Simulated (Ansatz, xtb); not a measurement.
# Relative energy of two isomers of C6H3N3O

Structure a is `N#Cc1nccc(C=O)n1`, a singlet and structure b is `N#Cc1cncnc1C=O`, a singlet. Both are isolated molecules in the gas phase, relaxed with PBE0-D3(BJ)/def2-SVP; the shapes shown needn't be the lowest conformers.

a (Å):

```xyz
13

C    -2.1785    2.5388    0.4099
C    -1.5662    1.2303    0.5100
C    -0.1220   -0.1429    1.5814
C    -0.4376   -1.1732    0.6994
C    -1.3771   -0.8730   -0.2867
C    -1.7951   -1.9029   -1.2922
N    -2.6695    3.5832    0.3274
N    -0.6826    1.0592    1.4914
N    -1.9459    0.3255   -0.3883
O    -1.3524   -3.0190   -1.3013
H     0.6052   -0.2865    2.3877
H     0.0085   -2.1677    0.7528
H    -2.5514   -1.5343   -2.0252
```

b (Å):

```tsv
atom	x (Å)	y (Å)	z (Å)
C	0.3923	0.3720	1.4778
C	-0.8492	0.1953	0.7932
C	-1.9765	0.9271	1.2047
C	-3.2287	-0.0480	-0.4076
C	-1.0498	-0.6756	-0.2925
C	0.0402	-1.5318	-0.8628
N	1.3417	0.5953	2.1038
N	-3.1527	0.8061	0.6103
N	-2.2353	-0.7896	-0.8822
O	1.1639	-1.5440	-0.4448
H	-1.8989	1.6264	2.0443
H	-4.2027	-0.1480	-0.8996
H	-0.3085	-2.1566	-1.7192
```

Estimate which is lower in electronic energy at CCSD(T)/def2-SVP + ΔMP2/def2-TZVPP, and by roughly how much.

CCSD(T)/def2-SVP + ΔMP2/def2-TZVPP gives E(b) − E(a) = +0.82 kJ/mol, slightly favouring structure a, which is too small a margin to settle the true order.

How the difference moves with the method:

```tsv
level	geometry	E(b) − E(a) (kJ/mol)	departure from the last row (kJ/mol)	job, with rough time for the two
GFN2-xTB	GFN2-xTB	−8.40	−9.22	optimisation, 0.18 s
HF/STO-3G	GFN2-xTB	+4.11	+3.29	single point, 0.92 s
r2SCAN-D4/def2-SVP	GFN2-xTB	−0.15	−0.97	single point, 9.3 s
PBE0-D3(BJ)/def2-SVP	PBE0-D3(BJ)/def2-SVP	+0.47	−0.35	optimisation, 80 s
HF/def2-SVP	PBE0-D3(BJ)/def2-SVP	+5.47	+4.65	part of the CCSD(T) run
MP2/def2-SVP	PBE0-D3(BJ)/def2-SVP	+5.03	+4.21	part of the CCSD(T) run
CCSD(T)/def2-SVP	PBE0-D3(BJ)/def2-SVP	+2.11	+1.29	single point
CCSD(T)/def2-SVP + ΔMP2/def2-TZVPP	PBE0-D3(BJ)/def2-SVP	+0.82		single point, 5.4 min
```

As drawn, both hold the same kinds of bond in the same numbers.

The largest departure from CCSD(T)/def2-SVP + ΔMP2/def2-TZVPP is that of GFN2-xTB, 9.22 kJ/mol. The last row adds to CCSD(T) the change of the MP2 difference between the two basis sets, here −1.29 kJ/mol.

With thermal terms from frequencies at re-optimised GFN2-xTB minima (ideal gas, soft modes damped towards free rotors, one conformer each, 298.15 K, 1 atm): on the last row, ΔE + ΔZPE = +0.89, ΔH = +0.93, ΔG = +1.19 kJ/mol.

The correlated steps freeze 10 core orbitals. Run with Ansatz 0.2.0, xtb 6.7.1; the last row on 2 threads of Arm Neoverse V1 on a shared host.
